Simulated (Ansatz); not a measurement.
**Nudged elastic band run: C2H10OSi**

Input:

```yaml
crystal:
  periodic: [false, false, false]
  atoms:
    - { symbol: Si, position_ang: [-1.199323, 0.214388, 0.493614] }
    - { symbol: C, position_ang: [0.057617, -0.783083, -0.477948] }
    - { symbol: C, position_ang: [0.707813, 0.023461, -1.61585] }
    - { symbol: H, position_ang: [-2.282678, 0.701939, -0.414818] }
    - { symbol: H, position_ang: [-0.550507, 1.427824, 1.079909] }
    - { symbol: O, position_ang: [-1.811984, -0.781905, 1.68704] }
    - { symbol: H, position_ang: [2.62237, 0.782154, 1.739892] }
    - { symbol: H, position_ang: [1.90301, 0.92952, 1.626249] }
    - { symbol: H, position_ang: [0.82539, -1.14885, 0.215753] }
    - { symbol: H, position_ang: [-0.440227, -1.675376, -0.879269] }
    - { symbol: H, position_ang: [1.233914, 0.90584, -1.232922] }
    - { symbol: H, position_ang: [1.438405, -0.579916, -2.166635] }
    - { symbol: H, position_ang: [-0.039498, 0.373536, -2.337865] }
    - { symbol: H, position_ang: [-2.464501, -0.389432, 2.28285] }
magnetization:
  spin_polarized: true
basis:
  gaussian: { orbitals: "6-31G*" }
hamiltonian:
  xc: b3lyp
  dispersion: d4
neb:
  order_check: false
  images: 5
  f_tol: 0.05
  max_iterations: 60
  spring: 0.5
  final_atoms:
    - { symbol: Si, position_ang: [-1.29217585, 1.44045322, 1.22550011] }
    - { symbol: C, position_ang: [0.72160227, -1.45412561, -0.7078954] }
    - { symbol: C, position_ang: [1.2119295, -0.19706103, -1.43033192] }
    - { symbol: H, position_ang: [-1.85760032, 0.98323077, -0.07563565] }
    - { symbol: H, position_ang: [-2.35776819, 2.21743301, 1.92212269] }
    - { symbol: O, position_ang: [-0.73572123, 0.17126893, 2.15572018] }
    - { symbol: H, position_ang: [0.41381284, -1.22370866, 0.31788285] }
    - { symbol: H, position_ang: [-0.12170568, 2.31563955, 0.98837534] }
    - { symbol: H, position_ang: [1.50907141, -2.21560562, -0.65798793] }
    - { symbol: H, position_ang: [-0.13637742, -1.90049653, -1.2259714] }
    - { symbol: H, position_ang: [2.06631774, 0.25256049, -0.91026552] }
    - { symbol: H, position_ang: [1.5282392, -0.42040819, -2.45664252] }
    - { symbol: H, position_ang: [0.42341991, 0.56286657, -1.48701797] }
    - { symbol: H, position_ang: [-1.37324318, -0.53194691, 2.34214714] }
  initial_path:
    images:
      - { positions_ang: [[-1.199323, 0.214388, 0.493614], [0.057617, -0.783083, -0.477948], [0.707813, 0.023461, -1.61585], [-2.282678, 0.701939, -0.414818], [-0.550507, 1.427824, 1.079909], [-1.811984, -0.781905, 1.68704], [2.62237, 0.782154, 1.739892], [1.90301, 0.92952, 1.626249], [0.82539, -1.14885, 0.215753], [-0.440227, -1.675376, -0.879269], [1.233914, 0.90584, -1.232922], [1.438405, -0.579916, -2.166635], [-0.039498, 0.373536, -2.337865], [-2.464501, -0.389432, 2.28285]] }
      - { positions_ang: [[-1.11926586, 0.30766185, 0.58489485], [0.1462704, -0.77264862, -0.47272422], [0.82282683, 0.04460124, -1.57821719], [-2.26729691, 0.52406925, -0.25099255], [-0.63810485, 1.59213513, 0.90718926], [-1.58954474, -0.56538545, 1.87639873], [1.97538744, 0.51500639, 1.38763523], [1.53523277, 0.82730602, 1.55641588], [0.88432041, -1.26080654, 0.14140735], [-0.42975002, -1.57384424, -0.9156716], [1.4005181, 0.86975666, -1.16566196], [1.50386777, -0.56362469, -2.17422022], [0.08577405, 0.46922333, -2.25452036], [-2.31043438, -0.41335032, 2.3580668]] }
      - { positions_ang: [[-1.03920872, 0.4009357, 0.67617571], [0.2349238, -0.76221423, -0.46750045], [0.93784066, 0.06574148, -1.54058437], [-2.25191583, 0.34619951, -0.0871671], [-0.7257027, 1.75644625, 0.73446952], [-1.36710548, -0.3488659, 2.06575745], [1.32840488, 0.24785877, 1.03537847], [1.16745555, 0.72509203, 1.48658275], [0.94325082, -1.37276309, 0.06706171], [-0.41927305, -1.47231249, -0.95207421], [1.56712219, 0.83367333, -1.09840192], [1.56933053, -0.54733339, -2.18180544], [0.21104611, 0.56491066, -2.17117573], [-2.15636776, -0.43726863, 2.4332836]] }
      - { positions_ang: [[-0.95915158, 0.49420955, 0.76745656], [0.3235772, -0.75177985, -0.46227667], [1.05285449, 0.08688172, -1.50295156], [-2.23653474, 0.16832976, 0.07665835], [-0.81330055, 1.92075738, 0.56174978], [-1.14466623, -0.13234636, 2.25511618], [0.68142232, -0.01928884, 0.6831217], [0.79967832, 0.62287805, 1.41674963], [1.00218122, -1.48471963, -0.00728394], [-0.40879607, -1.37078073, -0.98847681], [1.73372629, 0.79758999, -1.03114188], [1.6347933, -0.53104208, -2.18939066], [0.33631816, 0.66059799, -2.08783109], [-2.00230114, -0.46118695, 2.5085004]] }
      - { positions_ang: [[-1.07015967, 0.80962411, 0.92013774], [0.45625222, -0.9858951, -0.54414958], [1.10587949, -0.00776586, -1.47874501], [-2.11022327, 0.43996343, 0.02589369], [-1.3281231, 2.01964925, 1.01520742], [-1.00835123, -0.03114126, 2.22198418], [0.59221916, -0.42076211, 0.56137542], [0.49255032, 1.18713188, 1.2739582], [1.17114462, -1.72834829, -0.22418527], [-0.31798986, -1.54735266, -1.06764167], [1.84459011, 0.61591349, -0.99084976], [1.59927527, -0.49416412, -2.27847462], [0.36535208, 0.62802085, -1.88756005], [-1.79261515, -0.4847736, 2.45304931]] }
      - { positions_ang: [[-1.18116776, 1.12503867, 1.07281893], [0.58892725, -1.22001035, -0.62602249], [1.1589045, -0.10241345, -1.45453846], [-1.98391179, 0.7115971, -0.02487098], [-1.84294564, 2.11854113, 1.46866506], [-0.87203623, 0.07006383, 2.18885218], [0.503016, -0.82223538, 0.43962914], [0.18542232, 1.75138572, 1.13116677], [1.34010802, -1.97197696, -0.4410866], [-0.22718364, -1.7239246, -1.14680654], [1.95545392, 0.43423699, -0.95055764], [1.56375723, -0.45728615, -2.36755857], [0.39438599, 0.59544371, -1.68728901], [-1.58292916, -0.50836026, 2.39759823]] }
      - { positions_ang: [[-1.29217585, 1.44045322, 1.22550011], [0.72160227, -1.45412561, -0.7078954], [1.2119295, -0.19706103, -1.43033192], [-1.85760032, 0.98323077, -0.07563565], [-2.35776819, 2.21743301, 1.92212269], [-0.73572123, 0.17126893, 2.15572018], [0.41381284, -1.22370866, 0.31788285], [-0.12170568, 2.31563955, 0.98837534], [1.50907141, -2.21560562, -0.65798793], [-0.13637742, -1.90049653, -1.2259714], [2.06631774, 0.25256049, -0.91026552], [1.5282392, -0.42040819, -2.45664252], [0.42341991, 0.56286657, -1.48701797], [-1.37324318, -0.53194691, 2.34214714]] }
```

Run as:

```bash
$ ansatz run input.yaml --threads 2 --pin off --max-ram 3072MiB --backend cpu --events-out ev --progress --plain --runs-dir out
```

Output, in part (warnings, iteration lines, the closing report on the highest movable image, with atoms numbered from 0):

```
NEB end point (image 0): max|allowed force component| = 6.069e-3 eV/Å (the criterion of neb.relax_end_points is 1.000e-2)
NEB end point (image 6): max|allowed force component| = 2.018e-2 eV/Å (the criterion of neb.relax_end_points is 1.000e-2)
NEB iter   1: max|band force component| = 9.811e0 eV/Å  barrier→ = 3.9111 eV  barrier← = 4.2533 eV  Δτ_max = 0.2000 Å  (189 SCF iters)
NEB iter   2: max|band force component| = 2.776e0 eV/Å  barrier→ = 2.8878 eV  barrier← = 3.2300 eV  Δτ_max = 0.1965 Å  (142 SCF iters)
NEB iter   3: max|band force component| = 1.042e0 eV/Å  barrier→ = 2.6482 eV  barrier← = 2.9904 eV  Δτ_max = 0.1996 Å  (141 SCF iters)
NEB iter   4: max|band force component| = 7.662e-1 eV/Å  barrier→ = 2.7693 eV  barrier← = 3.1115 eV  Δτ_max = 0.2000 Å  (136 SCF iters)
NEB iter   5: max|band force component| = 5.768e-1 eV/Å  barrier→ = 2.6415 eV  barrier← = 2.9837 eV  Δτ_max = 0.2000 Å  (136 SCF iters)
NEB iter   6: max|band force component| = 1.144e0 eV/Å  barrier→ = 2.5546 eV  barrier← = 2.8968 eV  CI = image 3  Δτ_max = 0.1959 Å  (134 SCF iters)
NEB iter   7: max|band force component| = 1.473e0 eV/Å  barrier→ = 2.9640 eV  barrier← = 3.3061 eV  CI = image 3  Δτ_max = 0.2000 Å  (132 SCF iters)
NEB iter   8: max|band force component| = 2.172e0 eV/Å  barrier→ = 3.5006 eV  barrier← = 3.8428 eV  CI = image 3  Δτ_max = 0.1028 Å  (136 SCF iters)
NEB iter   9: max|band force component| = 8.564e-1 eV/Å  barrier→ = 3.5036 eV  barrier← = 3.8458 eV  CI = image 3  Δτ_max = 0.2000 Å  (134 SCF iters)
NEB iter  10: max|band force component| = 6.132e-1 eV/Å  barrier→ = 3.3600 eV  barrier← = 3.7022 eV  CI = image 3  Δτ_max = 0.2000 Å  (135 SCF iters)
NEB iter  11: max|band force component| = 5.556e-1 eV/Å  barrier→ = 3.2396 eV  barrier← = 3.5818 eV  CI = image 3  Δτ_max = 0.2000 Å  (133 SCF iters)
NEB iter  12: max|band force component| = 4.225e-1 eV/Å  barrier→ = 3.1540 eV  barrier← = 3.4962 eV  CI = image 3  Δτ_max = 0.2000 Å  (132 SCF iters)
NEB iter  13: max|band force component| = 3.597e-1 eV/Å  barrier→ = 3.1076 eV  barrier← = 3.4498 eV  CI = image 3  Δτ_max = 0.1995 Å  (133 SCF iters)
NEB iter  14: max|band force component| = 2.787e-1 eV/Å  barrier→ = 3.0879 eV  barrier← = 3.4301 eV  CI = image 3  Δτ_max = 0.1995 Å  (135 SCF iters)
NEB iter  15: max|band force component| = 2.552e-1 eV/Å  barrier→ = 3.0697 eV  barrier← = 3.4119 eV  CI = image 3  Δτ_max = 0.1350 Å  (135 SCF iters)
NEB iter  16: max|band force component| = 2.109e-1 eV/Å  barrier→ = 3.0534 eV  barrier← = 3.3956 eV  CI = image 3  Δτ_max = 0.1505 Å  (127 SCF iters)
NEB iter  17: max|band force component| = 2.877e-1 eV/Å  barrier→ = 3.0482 eV  barrier← = 3.3904 eV  CI = image 3  Δτ_max = 0.0760 Å  (131 SCF iters)
NEB iter  18: max|band force component| = 1.015e-1 eV/Å  barrier→ = 3.0430 eV  barrier← = 3.3851 eV  CI = image 3  Δτ_max = 0.1112 Å  (129 SCF iters)
NEB iter  19: max|band force component| = 9.626e-2 eV/Å  barrier→ = 3.0387 eV  barrier← = 3.3809 eV  CI = image 3  Δτ_max = 0.0562 Å  (126 SCF iters)
NEB iter  20: max|band force component| = 9.267e-2 eV/Å  barrier→ = 3.0356 eV  barrier← = 3.3778 eV  CI = image 3  Δτ_max = 0.0560 Å  (127 SCF iters)
NEB iter  21: max|band force component| = 7.994e-2 eV/Å  barrier→ = 3.0329 eV  barrier← = 3.3751 eV  CI = image 3  Δτ_max = 0.0560 Å  (126 SCF iters)
NEB iter  22: max|band force component| = 6.677e-2 eV/Å  barrier→ = 3.0311 eV  barrier← = 3.3733 eV  CI = image 3  Δτ_max = 0.0560 Å  (127 SCF iters)
NEB iter  23: max|band force component| = 7.128e-2 eV/Å  barrier→ = 3.0300 eV  barrier← = 3.3722 eV  CI = image 3  Δτ_max = 0.0280 Å  (126 SCF iters)
NEB iter  24: max|band force component| = 7.595e-2 eV/Å  barrier→ = 3.0295 eV  barrier← = 3.3717 eV  CI = image 3  Δτ_max = 0.0140 Å  (123 SCF iters)
NEB iter  25: max|band force component| = 6.483e-2 eV/Å  barrier→ = 3.0292 eV  barrier← = 3.3714 eV  CI = image 3  Δτ_max = 0.0140 Å  (118 SCF iters)
NEB iter  26: max|band force component| = 4.416e-2 eV/Å  barrier→ = 3.0290 eV  barrier← = 3.3711 eV  CI = image 3  Δτ_max = 0.0000 Å  (258 SCF iters)
Total energy: -12159.71846813 eV, -446.8614115507 hartree
Atom 0 at    -1.035335     0.334808     0.925247 Å, force    -0.009931    -0.011188     0.003964 eV/Å
Atom 1 at     0.129089    -0.524620    -0.732082 Å, force    -0.014446    -0.001108     0.014420 eV/Å
Atom 2 at     1.403834    -0.017157    -1.427787 Å, force     0.018949     0.004609    -0.008037 eV/Å
Atom 3 at    -2.032742    -0.758812     0.624022 Å, force    -0.004425    -0.001147     0.000163 eV/Å
Atom 4 at    -1.553538     1.578523     0.312936 Å, force    -0.001419     0.001162    -0.003200 eV/Å
Atom 5 at    -0.960005     0.141819     2.585179 Å, force     0.023119     0.011349     0.017447 eV/Å
Atom 6 at     0.444692     0.374221     0.321565 Å, force    -0.001378    -0.004717    -0.003939 eV/Å
Atom 7 at     0.497807     1.083027     1.144658 Å, force     0.002578     0.006139    -0.002860 eV/Å
Atom 8 at     0.243362    -1.560444    -0.393623 Å, force     0.000794     0.001169     0.000927 eV/Å
Atom 9 at    -0.725093    -0.475193    -1.414174 Å, force     0.000631     0.002884    -0.000401 eV/Å
Atom 10 at     2.271925    -0.036728    -0.757206 Å, force    -0.001574    -0.000675     0.000571 eV/Å
Atom 11 at     1.644850    -0.637152    -2.298388 Å, force    -0.001755    -0.000689     0.000931 eV/Å
Atom 12 at     1.278847     1.014802    -1.775160 Å, force    -0.000529    -0.000470     0.000369 eV/Å
Atom 13 at    -1.607892    -0.516993     2.884814 Å, force    -0.010615    -0.007317    -0.020355 eV/Å
Dipole moment:    -0.038500    -0.288377    -0.289650 e Å
```

It converged. Neighbouring images differ by up to 3.2 eV, so the band resolves the path poorly. The order of the stationary point at the top wasn't checked. The orbitals stay closed-shell, which can raise the energy where a bond breaks towards radicals; this wasn't checked here.

Final band (atoms are numbered from 1 in the order of the input):

```csv
image,path coordinate (Å),energy (eV),Si1–C2 (Å),H7–H8 (Å),Si1–H8 (Å)
0,0.00,0.00,1.88,0.74,3.38
1,2.33,0.05,1.89,0.74,3.35
2,4.63,0.13,1.89,0.74,2.88
3,6.88,3.03,2.20,1.09,1.72
4,9.19,-0.13,3.46,2.01,1.48
5,11.52,-0.30,3.86,2.80,1.48
6,13.85,-0.34,4.02,3.64,1.48
```

Time of the run: 2.7 min on 2 threads of AMD EPYC 9B45 (Zen 5) (shared host), peak memory 0.24 GiB.
